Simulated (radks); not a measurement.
The numbers below are computed, except where a source is named.
Task: Species: Sr XXXIII. Configuration: [He] 2s2 2p2. Code: a radial shooting solver on a logarithmic mesh with Libxc functionals. Model: scalar-relativistic Kohn-Sham, LB94 model potential, spin-polarised, spherical densities, finite nucleus; open shells are filled with parallel spins first (spin-orbit coupling, left out, can overturn this in heavy ions); Fermi nuclear charge, rms radius 4.224 fm. Some entries of the table are withheld. Estimate them.

| orbital | occ. | eigenvalue (eV) | <1/r> (bohr^-1) | r(max) (bohr) |
|---|---|---|---|---|
| 1s down | 1 | -18397.65 | 39.13 | 0.02551 |
| 1s up | 1 | -18389.54 | 39.12 | 0.02551 |
| 2s up | 1 | -4171.911 | (1) | 0.1402 |
| 2s down | 1 | -4136.201 | (2) | 0.1405 |
| 2p up | 2 | -4001.633 | 9.035 | 0.1104 |
| 2p down | 0 | -3968.111 | 9.038 | 0.1102 |
| 3s up | 0 | -1778.356 | 3.964 | 0.3636 |
| 3s down | 0 | -1768.168 | 3.949 | 0.3651 |
| 3p up | 0 | -1727.556 | 3.889 | 0.3430 |
| 3p down | 0 | -1718.282 | 3.879 | 0.3443 |

Result: 
(1) 2s up <1/r> (bohr^-1): 9.249
(2) 2s down <1/r> (bohr^-1): 9.217
